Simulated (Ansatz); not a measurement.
Gas-phase electronic energies from Ansatz, PBE0-D4/def2-TZVP geometries. CCSD(T)/CBS adds triple-zeta CCSD(T) − MP2 to the extrapolated MP2 energy (def2 sets, frozen cores). Functionals use def2-TZVPP. B3LYP here is the variant with VWN-RPA as its local correlation; programs differ in this. For Ge, Se outer-core shells are correlated without core-valence functions, which leaves a few kJ/mol of doubt a bond. Scalar relativity is left out up to krypton. Each species was taken in one conformer, which may not be the lowest.

Reaction (formal exchange of groups at the Se–Ge bond): `O=[CH][GeH2][SeH]` + `CO[SiH3]` → `CO[SiH2][SeH]` + `O=[CH][GeH3]`

```
             level  ΔE (kJ/mol)  difference from CCSD(T)/CBS
            PBE-D4         -3.7                          1.4
         r2SCAN-D4         -4.2                          0.9
           PBE0-D4         -4.0                          1.1
           ωB97X-V         -3.9                          1.2
           ωB97M-V         -4.5                          0.6
            B2PLYP         -0.5                          4.6
            r2SCAN         -4.1                          1.0
              PBE0         -4.0                          1.1
             B3LYP          0.1                          5.2
    MP2/def2-TZVPP         -1.0                          4.1
SCS-MP2/def2-TZVPP          0.8                          5.9
   CCSD/def2-TZVPP         -1.7                          3.4
     HF/def2-QZVPP          2.3                          7.4
SCS-MP2/def2-QZVPP         -1.4                          3.7
     MP2/CBS(def2)         -4.2                          0.9
    CCSD/CBS(def2)         -4.9                          0.2
       CCSD(T)/CBS         -5.1                            0
```

Largest T1 diagnostic among the species: 0.014.

In def2-TZVPP, CCSD(T) changes the Hartree–Fock value by −4.9 kJ/mol (the triples alone add −0.2 kJ/mol) and MP2 by −4.1 kJ/mol.
